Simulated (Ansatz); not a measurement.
`NB(Cl)Cl` + `N#C[SiH2][GaH2]` → `N#CB(Cl)Cl` + `N[SiH2][GaH2]` at 298.15 K and 1 bar (redistribution).

Computed with Ansatz on PBE0-D4/def2-TZVP structures; ΔE is electronic, products minus reactants. CCSD(T)/CBS adds triple-zeta CCSD(T) − MP2 to the extrapolated MP2 energy (def2 sets, frozen cores). This one scheme is used for every species. For Ga outer-core shells are correlated without core-valence functions, which leaves a few kJ/mol of doubt a bond. Scalar relativity is left out up to krypton. Each species was taken in one conformer, which may not be the lowest.

```csv
species,CCSD(T)/CBS energy (Eh),H − E (kJ/mol),S (J/(mol·K))
`NB(Cl)Cl`,-1000.39362,104.1,294.0
`N#C[SiH2][GaH2]`,-2308.14688,121.9,356.0
`N#CB(Cl)Cl`,-1037.17055,55.6,312.5
`N[SiH2][GaH2]`,-2271.33200,167.1,338.0
```

H − E and S are ideal-gas, rigid-rotor, harmonic terms from PBE0-D4/def2-TZVP, for one conformer and one mirror image of each species. 1 Eh = 2625.50 kJ/mol, R = 8.31446 J/(mol·K).

**Question.** By hand: ΔE, ΔH, ΔS and ΔG.

**Answer.** ΔE = (-1037.17055) + (-2271.33200) − (-1000.39362) − (-2308.14688) = 0.03795 Eh = 99.6 kJ/mol. Δ(H − E) = 55.6 + 167.1 − 104.1 − 121.9 = -3.3, so ΔH = 96.3 kJ/mol. ΔS = 312.5 + 338.0 − 294.0 − 356.0 = 0.5 J/(mol·K). ΔG = 96.3 − 298.15 × (0.5)/1000 = 96.2 kJ/mol.

**Question.** By hand: the equilibrium constant, and the temperature at which ΔG would vanish if ΔH and ΔS stayed fixed.

**Answer.** log₁₀ K = −ΔG/(RT ln 10) = -16.9. ΔG = 0 at ΔH/ΔS = 192600 K, far beyond where these terms or the molecules hold.

The number of gas molecules stays the same, so ΔS is small and ΔH decides. A doubt of 5 kJ/mol in ΔE shifts log₁₀ K by 0.9 here. Other conformers and mirror images would add mixing entropy, several J/(mol·K) or more a flexible species. Modes under 60 cm⁻¹, often nearly free rotors, make the harmonic entropy too high. These are equilibria of isolated gas molecules and say nothing of rates. Largest T1 diagnostic: 0.014 (customary marks: 0.02 for closed shells, 0.045 for open ones).
